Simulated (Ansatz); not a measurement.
Reaction (formal exchange of groups at a B–Ge bond): `N[BH][GeH3]` + `C=C[SiH3]` → `C=C[SiH2]BN` + GeH₄

Calculated with Ansatz (gas phase, PBE0-D4/def2-TZVP geometries, no zero-point term in ΔE). CBS: MP2 limit from def2 TZ/QZ plus the TZ coupled-cluster correction, frozen cores. Functionals use def2-TZVPP. For Ge outer-core shells are correlated without core-valence functions, which leaves a few kJ/mol of doubt a bond. Scalar relativity is left out up to krypton. Each species was taken in one conformer, which may not be the lowest.

Problem. Is it downhill or uphill in electronic energy at CCSD(T)/CBS, and by how much? (Best estimate.)

Solution. Ansatz gave: Uphill: ΔE = +3.8 kcal/mol.

Problem. What do these levels give: ωB97M-V, B2PLYP, MP2/def2-QZVPP, HF/CBS(def2), MP2/CBS(def2), CCSD/CBS(def2)? (Best estimate.)

Solution. Computed: ωB97M-V 3.4, B2PLYP 3.5, MP2/def2-QZVPP 4.1, HF/CBS(def2) 3.5, MP2/CBS(def2) 4.4, CCSD/CBS(def2) 4.0 kcal/mol.

Largest T1 diagnostic among the species: 0.013.
